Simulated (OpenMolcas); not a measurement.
## Ionisation energies of praseodymium

- Program: OpenMolcas 26.06
- Basis: ANO-RCC-VQZP [9s8p6d4f3g2h]
- Scalar Hamiltonian: DKH2, point nucleus
- Spin-orbit coupling: state interaction with AMFI integrals over the reference wave functions, term energies averaged over their components

Active shells in each charge state: the valence f shell, with orbitals averaged over the low states. Where CASPT2's correlated closed shells are named, they are those of the first ion.

A. CASSCF
B. SS-CASPT2, IPEA 0.25 Eh, imaginary shift 0.1 Eh (closed shells correlated: 5s 5p)
C. SS-CASPT2, IPEA 0 Eh, imaginary shift 0.1 Eh (closed shells correlated: 5s 5p)
D. SS-CASPT2, IPEA 0.25 Eh, imaginary shift 0.1 Eh (closed shells correlated: 4d 5s 5p)

Energies in eV between the lowest computed levels, named as in B; reference values from the NIST Atomic Spectra Database with their kind.

```
            From               To       A       B       C       D  Spin-orbit share in B                Reference
Pr2+ 4f3 4I* 9/2     Pr3+ 4f2 3H4  19.695  21.379  21.505  21.478                 +0.012        21.624 (measured)
    Pr3+ 4f2 3H4  Pr4+ 4f 2F* 5/2  37.386  38.501  38.586  38.541                 +0.113  38.981 (semi-empirical)
 Pr4+ 4f 2F* 5/2     Pr5+ 5p6 1S0  56.546  57.399  57.412  57.238                 +0.226  57.530 (semi-empirical)
```

Error against the reference values, in %:

```
From       Reference     A     B     C     D
Pr2+        measured  -8.9  -1.1  -0.6  -0.7
Pr3+  semi-empirical  -4.1  -1.2  -1.0  -1.1
Pr4+  semi-empirical  -1.7  -0.2  -0.2  -0.5
```

Absolute error against the one measured value: A 1.93 eV, B 0.24 eV, C 0.12 eV, D 0.15 eV. C lies closest.

The lowest level within the active space need not be the ion's true ground level.

* marks odd parity.
